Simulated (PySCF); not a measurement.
## Molecular orbitals of SrHg⁺

PW91 at R = 3.517 Å; Sr def2-SVP with ECP28, Hg def2-SVP with ECP60; scalar-relativistic core potentials (PySCF 2.14). State: ²Σ⁺ (doublet), unpaired electrons σ ↑. Only the outer orbitals are listed, counted within each symmetry, core potentials removing the inner ones.

| spin | orbital | occ. | ε (eV) | on Sr (%) | main shells (%) |
| --- | --- | --- | --- | --- | --- |
| α | 5σ | 1 | -14.60 | 1 | 99 Hg d |
| α | 3π | 1 | -14.52 | 0 | 100 Hg d |
| α | 3π | 1 | -14.52 | 0 | 100 Hg d |
| α | 1δ | 1 | -14.40 | 0 | 100 Hg d |
| α | 1δ | 1 | -14.40 | 0 | 100 Hg d |
| α | 6σ | 1 | -11.50 | 7 | 92 Hg s |
| α | 7σ | 1 | -8.19 | 91 | 88 Sr s |
| α | 4π | 0 | -6.63 | 90 | 90 Sr d, 9 Hg p |
| α | 4π | 0 | -6.63 | 90 | 90 Sr d, 9 Hg p |
| α | 2δ | 0 | -6.53 | 100 | 100 Sr d |
| β | 5σ | 1 | -14.57 | 1 | 99 Hg d |
| β | 3π | 1 | -14.50 | 0 | 100 Hg d |
| β | 3π | 1 | -14.50 | 0 | 100 Hg d |
| β | 1δ | 1 | -14.39 | 0 | 100 Hg d |
| β | 1δ | 1 | -14.39 | 0 | 100 Hg d |
| β | 6σ | 1 | -11.43 | 5 | 93 Hg s |
| β | 7σ | 0 | -7.57 | 88 | 88 Sr s |
| β | 4π | 0 | -6.26 | 85 | 82 Sr d, 15 Hg p |
| β | 4π | 0 | -6.26 | 85 | 82 Sr d, 15 Hg p |

Question: Which are the highest filled and the lowest empty level, where do they sit, and how wide is the gap?

Answer: Highest filled α 7σ at -8.19 eV (in %: 88 Sr s); lowest empty β 7σ at -7.57 eV (in %: 88 Sr s); the gap at PW91 is 0.62 eV.

```json
{"bond order (Mayer)": "0.32", "⟨S²⟩": "0.750", "charge on Sr (Mulliken, basis-dependent)": "0.96", "charge on Sr (Löwdin, basis-dependent)": "0.68", "dipole moment (positive dipole points towards Hg; it is taken about the centre of mass and depends on that origin)": "-8.96 D"}
```

Spin–orbit coupling is left out. The state was picked by a PBE0 search and need not be the measured ground state.
